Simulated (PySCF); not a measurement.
PySCF input (HF/def2-TZVPD):

```python
from pyscf import gto, scf, dft

mol = gto.M(
    atom='''
    Si   -0.47339297   -0.00918615    0.06108048
    Cl    0.28827995    1.83553094   -0.64175559
    Cl    0.27513435   -1.49635138   -1.24473413
    Cl    0.91557935   -0.31306618    1.70995112
    C    -2.18744834   -0.02776757    0.20112425
    H    -2.69178180    0.83009801    0.63332355
    H    -2.69891868   -0.97881399    0.30596052
    ''',
    basis='def2-tzvpd',
    charge=-1,
    spin=0,
    verbose=4,
)

mf = scf.RHF(mol).density_fit(auxbasis='def2-universal-jkfit')
mf.conv_tol = 1e-9
mf.max_cycle = 100
mf.max_memory = 1500
mf.kernel()
if not mf.converged:
    mf = mf.newton()
    mf.kernel(mf.make_rdm1())
mf.analyze()
```

End of the output:

```
Extra cycle  E= -1706.68811049841  delta_E= -1.5e-11  |g|= 2.31e-06  |ddm|= 1.42e-05
converged SCF energy = -1706.68811049841
**** SCF Summaries ****
Total Energy =                       -1706.688110498411788
Nuclear Repulsion Energy =             417.679563253231777
One-electron Energy =                -3205.733226069834018
Two-electron Energy =                 1081.365552318190339
Two-electron Coulomb Energy =         1190.647754821950002
DFT Exchange-Correlation Energy =     -109.282202503759663
HOMO-LUMO gap [eV] =                     7.490895202983022
**** MO energy ****
MO #1   energy= -104.668695400237  occ= 2
MO #2   energy= -104.668695146945  occ= 2
MO #3   energy= -104.655053541809  occ= 2
MO #4   energy= -68.6964490948942  occ= 2
MO #5   energy= -11.0002935100926  occ= 2
MO #6   energy= -10.3982877177795  occ= 2
MO #7   energy= -10.3982830775916  occ= 2
MO #8   energy= -10.3844193396113  occ= 2
MO #9   energy= -7.86495017973807  occ= 2
MO #10  energy= -7.86494807250655  occ= 2
MO #11  energy= -7.86414311550675  occ= 2
MO #12  energy= -7.86414240565368  occ= 2
MO #13  energy= -7.86410943445939  occ= 2
MO #14  energy= -7.86410902264202  occ= 2
MO #15  energy= -7.85098607087538  occ= 2
MO #16  energy= -7.85026043241552  occ= 2
MO #17  energy= -7.85023361736063  occ= 2
MO #18  energy= -6.03384390979033  occ= 2
MO #19  energy= -4.14121803001089  occ= 2
MO #20  energy= -4.14043913118016  occ= 2
MO #21  energy= -4.13889269658762  occ= 2
MO #22  energy= -0.955202717933251 occ= 2
MO #23  energy= -0.923112101462087 occ= 2
MO #24  energy= -0.907746506696034 occ= 2
MO #25  energy= -0.718584118480756 occ= 2
MO #26  energy= -0.501471444309406 occ= 2
MO #27  energy= -0.403326250091541 occ= 2
MO #28  energy= -0.379872384303253 occ= 2
MO #29  energy= -0.364050316922694 occ= 2
MO #30  energy= -0.362134531602779 occ= 2
MO #31  energy= -0.324220500182261 occ= 2
MO #32  energy= -0.320868225684243 occ= 2
MO #33  energy= -0.298118719132105 occ= 2
MO #34  energy= -0.291823509163946 occ= 2
MO #35  energy= -0.287212428026674 occ= 2
MO #36  energy= -0.280882042044822 occ= 2
MO #37  energy= -0.119978426561879 occ= 2
MO #38  energy= 0.155306896922831  occ= 0
MO #39  energy= 0.167116506032544  occ= 0
MO #40  energy= 0.170624434975112  occ= 0
MO #41  energy= 0.193012069595746  occ= 0
MO #42  energy= 0.203225306214814  occ= 0
MO #43  energy= 0.204372316060377  occ= 0
MO #44  energy= 0.21442355891477   occ= 0
MO #45  energy= 0.219589543109884  occ= 0
MO #46  energy= 0.227719581420001  occ= 0
MO #47  energy= 0.246671924782641  occ= 0
MO #48  energy= 0.265957500414512  occ= 0
MO #49  energy= 0.292768530486802  occ= 0
MO #50  energy= 0.305860532727274  occ= 0
MO #51  energy= 0.30961652975721   occ= 0
MO #52  energy= 0.322327531136016  occ= 0
MO #53  energy= 0.341539843049169  occ= 0
MO #54  energy= 0.349986924001859  occ= 0
MO #55  energy= 0.354496287194783  occ= 0
MO #56  energy= 0.368314046079109  occ= 0
MO #57  energy= 0.390123075245204  occ= 0
MO #58  energy= 0.392151834893986  occ= 0
MO #59  energy= 0.403309447923974  occ= 0
MO #60  energy= 0.406929646710916  occ= 0
MO #61  energy= 0.415271506627775  occ= 0
MO #62  energy= 0.418964999658477  occ= 0
MO #63  energy= 0.428746100343795  occ= 0
MO #64  energy= 0.439127444225119  occ= 0
MO #65  energy= 0.444408229842952  occ= 0
MO #66  energy= 0.449380650488422  occ= 0
MO #67  energy= 0.468443689507937  occ= 0
MO #68  energy= 0.480227143612145  occ= 0
MO #69  energy= 0.483860455322303  occ= 0
MO #70  energy= 0.492872905587044  occ= 0
MO #71  energy= 0.49494335234458   occ= 0
MO #72  energy= 0.50770843567009   occ= 0
MO #73  energy= 0.517156591014803  occ= 0
MO #74  energy= 0.522233612273124  occ= 0
MO #75  energy= 0.534850474157107  occ= 0
MO #76  energy= 0.536929018647679  occ= 0
MO #77  energy= 0.542799746833693  occ= 0
MO #78  energy= 0.545975026910797  occ= 0
MO #79  energy= 0.549737205360191  occ= 0
MO #80  energy= 0.554731288315254  occ= 0
MO #81  energy= 0.572833917521369  occ= 0
MO #82  energy= 0.578638631540708  occ= 0
MO #83  energy= 0.599358026808963  occ= 0
MO #84  energy= 0.607238966898199  occ= 0
MO #85  energy= 0.610263550628911  occ= 0
MO #86  energy= 0.638172857567579  occ= 0
MO #87  energy= 0.667630747286507  occ= 0
MO #88  energy= 0.683843545265413  occ= 0
MO #89  energy= 0.712566547435236  occ= 0
MO #90  energy= 0.723170293208761  occ= 0
MO #91  energy= 0.731607088504265  occ= 0
MO #92  energy= 0.738270369260563  occ= 0
MO #93  energy= 0.759282572816497  occ= 0
MO #94  energy= 0.781486200581931  occ= 0
MO #95  energy= 0.790857498412368  occ= 0
MO #96  energy= 0.804070852249141  occ= 0
MO #97  energy= 0.826742774054646  occ= 0
MO #98  energy= 0.847819536067074  occ= 0
MO #99  energy= 0.880636114807753  occ= 0
MO #100 energy= 0.88306299067974   occ= 0
MO #101 energy= 0.931455077677768  occ= 0
MO #102 energy= 0.933240115705081  occ= 0
MO #103 energy= 0.93886723825031   occ= 0
MO #104 energy= 0.94736985398205   occ= 0
MO #105 energy= 0.958168295615015  occ= 0
MO #106 energy= 0.961682203011162  occ= 0
MO #107 energy= 0.974190006393767  occ= 0
[...]
```

It need not be the lowest isomer of its formula. Whether it binds its extra electron was not tested at this geometry.
